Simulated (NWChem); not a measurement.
System meant: C₄H₅F; SMILES C=C/C=C/F

Input file for NWChem:

```
start job
memory heap 200 mb stack 900 mb global 1100 mb
geometry units angstroms noautoz
  C     -0.268389     2.451935     0.000000
  C      0.378164     1.277086     0.000000
  C     -0.276093    -0.021655     0.000000
  C      0.403516    -1.171580     0.000000
  F     -0.214384    -2.366373     0.000000
  H     -1.354577     2.506001     0.000000
  H      0.267724     3.395770     0.000000
  H      1.468474     1.271879     0.000000
  H     -1.363441    -0.058783     0.000000
  H      1.486201    -1.265385     0.000000
end
basis spherical
  * library def2-svp
end
dft
  xc pbe0
  iterations 4
  mulliken
end
task dft energy
```

End of the output:

```
    Atom       Charge   Shell Charges
 -----------   ------   -------------------------------------------------------
    1 C    6     6.06   1.97  0.60  0.32  1.86  1.25  0.07
    2 C    6     6.03   1.97  0.60  0.30  1.88  1.19  0.09
    3 C    6     6.08   1.97  0.61  0.30  1.92  1.20  0.09
    4 C    6     5.90   1.97  0.61  0.31  1.79  1.06  0.17
    5 F    9     9.08   1.98  1.02  0.74  3.21  2.13  0.01
    6 H    1     0.97   0.63  0.27  0.07
    7 H    1     0.97   0.63  0.26  0.07
    8 H    1     0.97   0.64  0.26  0.07
    9 H    1     0.96   0.63  0.26  0.07
   10 H    1     0.98   0.64  0.27  0.07

 center of mass
 --------------
 x =  -0.01932106 y =  -0.21480954 z =   0.00000000

 moments of inertia (a.u.)
 ------------------
         838.282588446552          -0.000000000000           0.000000000000
          -0.000000000000          51.808724109108           0.000000000000
           0.000000000000           0.000000000000         890.091312555660

     Multipole analysis of the density
     ---------------------------------

     L   x y z        total         alpha         beta         nuclear
     -   - - -        -----         -----         ----         -------
     0   0 0 0     -0.000000    -19.000000    -19.000000     38.000000

     1   1 0 0      0.281917      0.140959      0.140959      0.000000
     1   0 1 0      0.360087      0.180044      0.180044      0.000000
     1   0 0 1     -0.000000     -0.000000     -0.000000      0.000000

     2   2 0 0    -19.267045    -29.739790    -29.739790     40.212534
     2   1 1 0     -1.121994      1.936584      1.936584     -4.995163
     2   1 0 1     -0.000000     -0.000000     -0.000000      0.000000
     2   0 2 0    -23.024516   -235.657219   -235.657219    448.289923
     2   0 1 1     -0.000000     -0.000000     -0.000000      0.000000
     2   0 0 2    -23.663443    -11.831722    -11.831722      0.000000

 ------------------------------------------------------------------------
 dft energy failed                                                                                  0
 ------------------------------------------------------------------------
 ------------------------------------------------------------------------
  current input line :
    23: task dft energy
 ------------------------------------------------------------------------
 ------------------------------------------------------------------------
 This type of error is most commonly associated with calculations not reaching convergence criteria
 ------------------------------------------------------------------------
 For more information see the NWChem manual at https://nwchemgit.github.io

0:dft energy failed:Received an Error in Communication
```

### Question
Can this run be used? If not, why, and what is the fix?

### Answer
Convergence was not reached. Cause: the SCF was allowed too few iterations. This input runs:
```
start job
memory heap 200 mb stack 900 mb global 1100 mb
geometry units angstroms noautoz
  C     -0.268389     2.451935     0.000000
  C      0.378164     1.277086     0.000000
  C     -0.276093    -0.021655     0.000000
  C      0.403516    -1.171580     0.000000
  F     -0.214384    -2.366373     0.000000
  H     -1.354577     2.506001     0.000000
  H      0.267724     3.395770     0.000000
  H      1.468474     1.271879     0.000000
  H     -1.363441    -0.058783     0.000000
  H      1.486201    -1.265385     0.000000
end
basis spherical
  C library def2-svp
  F library def2-svp
  H library def2-svp
end
dft
  xc pbe0
  iterations 150
  mulliken
end
task dft energy
```
It converges to -254.74947 Ha (PBE0/def2-SVP).
